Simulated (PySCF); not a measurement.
Si(H)2(Cl)(Et) (C2H7ClSi), SMILES CC[SiH2]Cl. Geometry optimised at B3LYP-D3(BJ)/def2-SVP. One conformer was computed; it need not be the lowest.

Calculation: PySCF 2.14.0 with B3LYP-D3(BJ)/def2-SVP.

Harmonic wavenumbers (cm⁻¹): 88, 153, 227, 294, 517, 559, 651, 684, 743, 868, 958, 978, 993, 1050, 1247, 1263, 1398, 1427, 1477, 1480, 2231, 2237, 3020, 3028, 3070, 3106, 3116. Rotational constants (GHz): 6.949, 2.545, 2.036; symmetry number 1.

Question: Work out the zero-point energy and the ideal-gas rigid-rotor harmonic-oscillator thermochemistry at 298.15 K and 1 atm.

Answer: ZPE = ½ Σ hcν = ½ × 36862 cm⁻¹ = 52.70 kcal/mol. H − E(el) = 57.17 kcal/mol. Entropy in cal/(mol K): translation 39.55, rotation 26.59, vibration 12.47, total 78.61. G − E(el) = 33.73 kcal/mol. Cp = 22.96 cal/(mol K). Modes under 150 cm⁻¹ make the vibrational entropy uncertain.
